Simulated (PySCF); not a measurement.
Se(Cl)(GeH3) (ClGeH3Se), SMILES Cl[Se][GeH3]. Atoms are numbered in the order given.

```xyz
6

Se     0.8223    -0.6375     0.0000
Cl    -1.0454    -1.8033     0.0000
Ge    -0.2746     1.4593     0.0000
H     -1.1332     1.5721     1.2667
H      0.8689     2.4886     0.0000
H     -1.1332     1.5721    -1.2667
```

Coordinates come from a PBE0-D3(BJ)/def2-SVP optimisation.

Calculation: PBE0/pcSseg-1 (PySCF).

GIAO shieldings, no solvent; atoms alike by connectivity are averaged. δ = σ(ref) − σ: ⁷⁷Se against Me2Se (σ = 1740.1 ppm); ³⁵Cl against HCl (σ = 945.9 ppm); ⁷³Ge against GeH4 (σ = 1658.3 ppm); ¹H against TMS (σ = 31.56 ppm), references at their B3LYP-D3(BJ)/def2-TZVP geometries, non-relativistic (without spin–orbit terms, shifts of atoms bonded to Cl or Br come out too high).

Computed chemical shifts:
```
nucleus       atoms  count  δ (ppm)
-------  ----------  -----  -------
⁷⁷Se            Se1      1    877.0
³⁵Cl            Cl2      1   -118.1
⁷³Ge            Ge3      1    180.1
¹H       H4, H5, H6      3     5.30
```
